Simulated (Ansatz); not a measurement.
Molecule: C$_{2}$H$_{7}$Ge, charge 0, multiplicity 2. It need not be the lowest isomer of its formula. 
Structure (B3LYP-D3(BJ)/def2-TZVP (Ansatz, a first-principles code) minimum search):
```
Ge
H 1 1.5429
H 1 1.5435 2 109.09
C 1 1.9313 2 109.16 3 119.30
H 4 1.0833 1 122.24 2 27.99
H 4 1.0834 5 115.60 1 -178.14
C 1 1.9727 2 109.21 3 -119.02
H 7 1.0895 1 110.06 2 -60.31
H 7 1.0895 8 108.81 1 120.64
H 7 1.0900 8 108.95 9 118.64
```
Charge 0, spin multiplicity 2.

Quantity: atomisation energy (electronic, to ground-state atoms), in eV. Correlated levels leave the core frozen unless marked. Open shells are spin-unrestricted. No spin-orbit coupling. The frozen core is the preceding noble-gas configuration, with the filled d and f shells of earlier blocks. Non-relativistic. The coupled-cluster limit lacks core correlation, which all-electron functionals hold. Basis-set limits of correlation are two-point, X^-3; Hartree-Fock from the larger set.

```tsv
level	program	atomisation energy (eV)
HF/6-31G*	Ansatz	25.82
```

Problem. Predict the CCSD(T)/CBS(aug-cc-pVTZ,aug-cc-pVQZ) result (Ansatz).

Solution. 34.16 eV, so HF/6-31G* differs from it by -8.34 eV.
